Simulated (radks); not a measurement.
The numbers below are computed, except where a source is named.
Dynamic dipole polarisability and lines of the arsenic ion As15+, [Ar]. Code: a radial shooting solver on a logarithmic mesh with Libxc functionals. Model: non-relativistic Kohn-Sham, PBE, spin-polarised, spherical densities, point nucleus. Time-dependent linear response with the Hartree and adiabatic LDA kernel, continuum included through the Sternheimer equations. Lines are the poles of the dipole polarisability below minus the highest occupied eigenvalue, found on a grid refined at the orbital gaps; the lowest seven at most are given, and weak or close lines can be missed. The first line takes the name of the lowest orbital gap if no other gap lies below it; otherwise a line is named after a gap within 0.6 % of it, if that gap stands alone.

photon energy (eV),alpha (bohr^3)
0,0.1417
46.567,0.1679
102.45,1.272
158.33,-0.07543
214.21,-0.001593
270.09,0.07201
325.97,0.6396
381.85,-0.02504
437.73,-0.03248
493.61,0.003406
549.49,-0.01670

Lines (eV, oscillator strength): 107.66 (11.52 nm, 3p-3d), f = 1.84; 278.41 (4.453 nm, 3p-4s), f = 0.288; 328.37 (3.776 nm, 3p-4d), f = 1.33; 349.34 (3.549 nm, 3s-4p), f = 0.417; 400.45 (3.096 nm, 3p-5s), f = 0.0701; 423.67 (2.926 nm, 3p-5d), f = 0.465; 460.98 (2.690 nm, unassigned), f = 0.127. Higher lines, where found, are left out when the end of the mesh affects them. Those listed give 95 % of the static polarisability (sum of f/w^2). Orbital energy gaps for comparison: 3p-3d 83.155 eV; 3p-4s 277.71 eV; 3p-4d 327.69 eV; 3s-4p 348.75 eV; 3p-5s 400.23 eV.
